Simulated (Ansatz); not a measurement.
Born–Oppenheimer molecular dynamics of C₂H₉NSi (13 atoms, charge 0, multiplicity 1). It starts from a relaxed structure.

Method: RKS B3LYP/6-31G (Ansatz 0.2.0).

```
ensemble        : NVT, Langevin thermostat
time step       : 0.5 fs
steps asked     : 300
set temperature : 300 K
friction        : 0.005 /fs
seed            : 322992
```

First frame:

```xyz
13
Properties=species:S:1:pos:R:3
Si -0.035 0.043 0.140
H -0.133 0.056 1.653
H 1.428 0.053 -0.206
N -0.804 1.406 -0.705
C -2.241 1.433 -0.979
H -2.652 0.418 -0.966
H -2.805 2.038 -0.247
H -2.429 1.858 -1.976
C -0.128 2.691 -0.877
H -0.339 3.099 -1.877
H -0.446 3.445 -0.136
H 0.956 2.568 -0.789
H -0.693 -1.224 -0.331
```

(1) What does the run give?

(2) What happens to the structure?

(3) How do temperature and energy run in time?

Answers

(1) All steps were run.

```json
{
  "steps done": "300",
  "time covered": "150 fs",
  "mean temperature over the second half": "222 K",
  "spread of the potential energy over the second half": "5.2 meV per atom",
  "mean potential energy of the second half above the start": "22.5 meV per atom"
}
```

The mean temperature of the second half is 26 % below the set value. A run of 0.15 ps of so small a system gives no equilibrium averages. Limits of this set-up: no polarisation functions.

(2) The same pairs are bonded in the first frame and the last. Pairs count as bonded within 1.25 times the sum of covalent radii (0.12 Å more for H–H). This is one draw of velocities; another would differ in detail.

(3) 
```json
{"time (fs)": "0", "T (K)": "277", "potential energy less start (eV)": "0.000"}
{"time (fs)": "7.5", "T (K)": "127", "potential energy less start (eV)": "0.231"}
{"time (fs)": "15", "T (K)": "141", "potential energy less start (eV)": "0.206"}
{"time (fs)": "22.5", "T (K)": "186", "potential energy less start (eV)": "0.186"}
{"time (fs)": "30", "T (K)": "207", "potential energy less start (eV)": "0.254"}
{"time (fs)": "37.5", "T (K)": "158", "potential energy less start (eV)": "0.382"}
{"time (fs)": "45", "T (K)": "292", "potential energy less start (eV)": "0.225"}
{"time (fs)": "52.5", "T (K)": "282", "potential energy less start (eV)": "0.186"}
{"time (fs)": "60", "T (K)": "192", "potential energy less start (eV)": "0.365"}
{"time (fs)": "67.5", "T (K)": "271", "potential energy less start (eV)": "0.281"}
{"time (fs)": "75", "T (K)": "283", "potential energy less start (eV)": "0.239"}
{"time (fs)": "82.5", "T (K)": "256", "potential energy less start (eV)": "0.254"}
{"time (fs)": "90", "T (K)": "132", "potential energy less start (eV)": "0.424"}
{"time (fs)": "97.5", "T (K)": "285", "potential energy less start (eV)": "0.207"}
{"time (fs)": "105", "T (K)": "205", "potential energy less start (eV)": "0.382"}
{"time (fs)": "112.5", "T (K)": "247", "potential energy less start (eV)": "0.311"}
{"time (fs)": "120", "T (K)": "205", "potential energy less start (eV)": "0.322"}
{"time (fs)": "127.5", "T (K)": "291", "potential energy less start (eV)": "0.194"}
{"time (fs)": "135", "T (K)": "173", "potential energy less start (eV)": "0.317"}
{"time (fs)": "142.5", "T (K)": "203", "potential energy less start (eV)": "0.289"}
{"time (fs)": "150", "T (K)": "250", "potential energy less start (eV)": "0.181"}
```

Time of the run: 16 min on 1 thread of Arm Neoverse V1, on a shared host, peak memory 0.13 GiB.
